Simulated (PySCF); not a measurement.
An unknown is described by computed data only.

Elements present: C, F, H and N. Monoisotopic mass: 139.0045 u.

| Quantity | Value |
| --- | --- |
| NMR, other nuclei | isotropic shieldings of nuclei other than C and H, by class: -82 (1 N), 303 (2 F), 316 (1 F), 336 (1 F) ppm [GIAO PBE0/pcSseg-1] |
| Polarisability | 57.3 au [PBE0/def2-SVPD] |
| Triplet | lowest triplet excitation (Tamm–Dancoff): 3.31 eV [TDA PBE0/def2-SVPD] |
| Rotational structure | rotational constants A, B, C: 2.853, 1.098, 0.922 GHz [GFN2-xTB] |
| 13C NMR | chemical shifts (computed TMS as zero) by class: 172.2 (1 C), 139.2 (1 C), 118.3 (1 C), 113.4 (1 C) ppm [GIAO PBE0/pcSseg-1] |
| 1H NMR | chemical shifts (computed TMS as zero) by class: 6.70 (1 H) ppm [GIAO PBE0/pcSseg-1] |
| Dipole | 2.69 D [PBE0/def2-SVPD] |

Gas-phase values; electronic properties from PySCF, density fitting. Levels stand in brackets. Geometry: GFN2-xTB, one conformer, isolated molecule. NMR classes are plain means over equivalent atoms (diastereotopic ones count apart unless rotation or inversion swaps them), as if these changed places fast.

**Question.** Which formula fits the mass and the elements?

**Answer.** C4HF4N (calculated 139.0045). No other formula that holds each of these elements comes within 0.0003 u with a fitting electron parity and a possible valence count.

**Question.** Propose a structure and show how it fits.

**Answer.** Numbering: `[N:1]#[C:2]/[C:3]([F:4])=[C:5](\[F:6])[CH:7]([F:8])[F:9]`. Its formula, C4HF4N, gives 3 degrees of unsaturation: 0 rings and 3 π bonds in the structure found. 4 carbons fall into 4 classes; from least to most shielded: vinylic C–F carbon [C5] (172.2 ppm), vinylic C–F carbon [C3] (139.2 ppm), CHF2 carbon [C7] (118.3 ppm), nitrile carbon [C2] (113.4 ppm). The one hydrogen (6.70 ppm): methine hydrogen. The other shieldings belong to: -82 ppm, nitrile nitrogen [N1]; 303 ppm, fluorine of a CF2 group [F8/F9]; 316 ppm, vinyl fluorine [F6]; 336 ppm, vinyl fluorine [F4]. The optimised geometry has point group Cs and is an asymmetric top. Structure: `N#C/C(F)=C(\F)C(F)F`. The assignments are read from this structure; whether some other isomer fits the data as well wasn't checked.

The values belong to the conformer `[N:1]#[C:2]/[C:3]([F:4])=[C:5](\[F:6])[CH:7]([F:8])[F:9]`: C3–C5–C7–F8 59°.
